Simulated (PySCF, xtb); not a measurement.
C₃H₆BFN₂, SMILES N1(CN=CB1F)C. One conformer was computed; it need not be the lowest.

Harmonic wavenumbers (cm⁻¹) from GFN2-xTB in xtb at its own minimum, in rising order: 147, 167, 219, 238, 373, 380, 549, 553, 662, 829, 829, 984, 996, 1021, 1076, 1099, 1138, 1174, 1215, 1257, 1310, 1406, 1423, 1469, 1470, 1504, 1629, 2890, 2924, 2943, 2963, 3038, 3084.

Question: What does B3LYP-D3(BJ)/def2-SVP (PySCF) give at its own minimum? (The exact figures need the calculation; the answer reports its results.)

Answer: 157, 173, 229, 233, 396, 401, 580, 640, 658, 836, 897, 996, 1013, 1047, 1105, 1140, 1210, 1235, 1272, 1316, 1400, 1439, 1445, 1465, 1476, 1569, 1644, 2999, 3005, 3038, 3062, 3131, 3133. Paired by order, the mean absolute difference is 43 cm⁻¹ and the zero-point energies are 61.4 and 63.4 kcal/mol.
